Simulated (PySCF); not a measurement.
## P²⁺ (phosphorus, charge +2): wB97M-V calculation

Configuration: [Ne] 3s2 3d1, 2D determinant (an excited configuration). Calculation: PySCF 2.14, in x2c-TZVPPall with one added diffuse shell each of s, p, d type (6s6p4d1f, 51 functions); the spin-free X2C one-electron Hamiltonian (Gaussian nucleus).

| Item | Value |
| --- | --- |
| Total energy | -340.5035 hartree |
| One-electron energy | -458.4434 hartree |
| Hartree (Coulomb) energy | 140.4200 hartree |
| Exchange-correlation energy | -22.4801 hartree |
| ⟨S²⟩ | 0.7502 |
| ⟨L²⟩ | 6.003 |
| Sum of ⟨r⟩ | 10.21 bohr |
| Sum of ⟨r²⟩ | 17.47 bohr² |
| Traceless quadrupole moment −½Σ⟨3z² − r²⟩ along its main axis | 2.27 e·bohr² |
| Langevin diamagnetic susceptibility | -13.8 ×10⁻⁶ cm³/mol |

```json
{"shell": "1s β", "electrons": "1", "mean orbital energy (eV)": "-2140.8", "spread (eV)": "0", "rms radius, mean of both spins (bohr)": "0.120"}
{"shell": "1s α", "electrons": "1", "mean orbital energy (eV)": "-2140.8", "spread (eV)": "0", "rms radius, mean of both spins (bohr)": "0.120"}
{"shell": "2s α", "electrons": "1", "mean orbital energy (eV)": "-211.89", "spread (eV)": "0", "rms radius, mean of both spins (bohr)": "0.562"}
{"shell": "2s β", "electrons": "1", "mean orbital energy (eV)": "-211.82", "spread (eV)": "0", "rms radius, mean of both spins (bohr)": "0.562"}
{"shell": "2p α", "electrons": "3", "mean orbital energy (eV)": "-159.61", "spread (eV)": "0.119", "rms radius, mean of both spins (bohr)": "0.540"}
{"shell": "2p β", "electrons": "3", "mean orbital energy (eV)": "-159.55", "spread (eV)": "0.203", "rms radius, mean of both spins (bohr)": "0.540"}
{"shell": "3s α", "electrons": "1", "mean orbital energy (eV)": "-39.431", "spread (eV)": "0", "rms radius, mean of both spins (bohr)": "1.84"}
{"shell": "3s β", "electrons": "1", "mean orbital energy (eV)": "-38.850", "spread (eV)": "0", "rms radius, mean of both spins (bohr)": "1.84"}
{"shell": "3d α", "electrons": "1", "mean orbital energy (eV)": "-16.388", "spread (eV)": "0", "rms radius, mean of both spins (bohr)": "2.88"}
```

The outer electron is Rydberg-like, and this basis confines it to a smaller radius and binds it less than a complete one would.

Densities and radii are taken from the X2C orbitals without a picture-change correction, which distorts them close to the nucleus.
